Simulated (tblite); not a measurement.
Species: C5H7NO2Si.
Numbering: `[N:1]#[C:2][C@H:3]1[CH2:4][Si@H:5]([C:6](=[O:7])[OH:8])[CH2:9]1` (hydrogens: H10 on C3; H11, H12 on C4; H13 on Si5; H14 on O8; H15, H16 on C9)

Cartesian coordinates in Å at the GFN2-xTB level; atoms count from 1:
```xyz
16
C5H7NO2Si angstrom
N     -3.4858    1.3827    0.0366
C     -2.3487    1.3212   -0.0747
C     -0.9237    1.2160   -0.2066
C     -0.2857    0.6628    1.0933
Si     0.0308   -1.0264    0.2482
C      1.8617   -1.5861    0.1967
O      2.2617   -2.6956    0.4326
O      2.6770   -0.5813   -0.1365
C     -0.5409    0.0894   -1.2000
H     -0.5345    2.1957   -0.4957
H     -0.9664    0.6752    1.9414
H      0.6028    1.2258    1.3720
H     -0.8185   -2.1537    0.6208
H      3.6062   -0.8698   -0.1594
H     -1.3828   -0.2594   -1.7937
H      0.2392    0.4124   -1.8863
```

All values are computed: GFN2-xTB (tblite) harmonic vibrations without scaling, gas phase. Errors from tens to a few hundred cm⁻¹ against measured bands are possible. Modes of hydrogen on silicon can be 10 to 20 % off. One conformer, not necessarily the lowest.

Harmonic wavenumbers (cm⁻¹): 27.0, 32.2, 80.1, 99.6, 189.4, 219.8, 269.4, 374.4, 443.2, 468.3, 526.8, 558.6, 573.2, 641.1, 680.3, 683.9, 698.2, 711.8, 761.9, 811.0, 886.2, 1014.9, 1026.2, 1066.3, 1112.6, 1121.9, 1158.7, 1195.8, 1211.9, 1212.6, 1285.8, 1449.9, 1453.8, 1766.1, 2307.7, 2404.2, 2946.3, 3007.1, 3010.3, 3018.9, 3021.0, 3379.1.

A = 4174, B = 686.7, C = 662.7 MHz; mass 141.025 u (most abundant isotopes); point group Cs, symmetry number 1.

Problem. Zero-point energy?

Solution. ½Σν̃ = 24454 cm⁻¹ = 292.53 kJ/mol.

Problem. Give the ideal-gas entropy at 200 K and 1 bar in the rigid-rotor, harmonic-oscillator model (classical rotation).

Solution. Translation 162.28, rotation 118.51, vibration 92.35: S = 373.1 J/(mol K).

Problem. And Cp and H(200 K) − H(0)?

Solution. Cp = 117.31 J/(mol K), of which vibrations give 84.06 (their classical limit is 42 R = 349.2); H(200 K) − H(0) = 15.57 kJ/mol without the zero-point energy, 8.92 from vibrations.

Problem. What must be added to the electronic energy to get the Gibbs energy at 200 K and 1 bar?

Solution. ZPE + [H(200 K) − H(0)] − T·S = 292.53 + 15.57 − 74.63 = 233.47 kJ/mol.

Problem. Blend soft modes into free rotors: weight 1/[1 + (100 cm⁻¹/ν̃)⁴] for the oscillator and the rest for a rotor with moment μB/(μ + B), μ = h/(8π²ν), B = 10⁻⁴⁴ kg m². What vibrational entropy results?

Solution. 79.19 J/(mol K) in place of 92.35, which changes −T·S at 200 K by +2.63 kJ/mol.

Hindered rotation and anharmonicity are outside this model. Other conformers, if any are populated, would add a mixing term that is left out.
